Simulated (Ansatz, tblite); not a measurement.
Isomers of HfAl₆ (singlet), found by a short tight-binding search and relaxed with r2SCAN-D4/def2-SVP in Ansatz.

In the def2 sets Hf takes a core potential; there is no spin–orbit coupling. The xTB rows come from tblite. HSE06 is defined as in plane-wave codes, on full-range PBE exchange.

Run but left out: HF/def2-TZVP, MP2/def2-TZVP, CCSD/def2-TZVP, CCSD(T)/def2-TZVP (A: restricted singlet, unstable towards broken spin symmetry); BHLYP-D4/def2-TZVP (A: restricted singlet, unstable in another Hartree–Fock run and untested here).

B: The restricted singlet is unstable towards broken spin symmetry in Hartree–Fock (as tested in another run); at PBE-D4/def2-TZVP, r2SCAN-D4/def2-TZVP, PBE0-D4/def2-TZVP, HSE06-D4/def2-TZVP this wasn't settled.

Other spin states were run for one of them alone.

A:

Cartesian coordinates in Å:
```
Hf 1.6999 0.0772 0.8592
Al -2.1648 -0.4206 -0.3546
Al 0.1647 -0.8178 -1.3833
Al -0.8308 0.3197 1.9296
Al -0.2304 -1.8936 0.9243
Al 1.8221 1.2240 -1.6454
Al -0.4606 1.5112 -0.3300
```

B:

```xyz
7

Hf    0.846   -0.739    1.386
Al    0.330    1.609   -0.150
Al   -1.562    0.556    1.790
Al    2.245    0.076   -0.835
Al    1.175   -2.254   -0.952
Al   -0.859   -0.723   -0.689
Al   -2.175    1.476   -0.550
```

Problem. Estimate their order by electronic energy at PBE0-D4/def2-TZVP, counted from the lowest.

Solution. A (0.0) < B (19.0), in kcal/mol.

Problem. Do the other levels pick the same lowest one?

Solution. All that were run do. Energies above each level's lowest (kcal/mol):

```tsv
level	A	B
GFN1-xTB	0.0	13.4
PBE-D4/def2-TZVP	0.0	18.0
r2SCAN-D4/def2-TZVP	0.0	19.2
PBE0-D4/def2-TZVP	0.0	19.0
HSE06-D4/def2-TZVP	0.0	18.9
```
Point groups (tolerance 0.1 Å): A Cs, B not assigned. Lower isomers may exist.
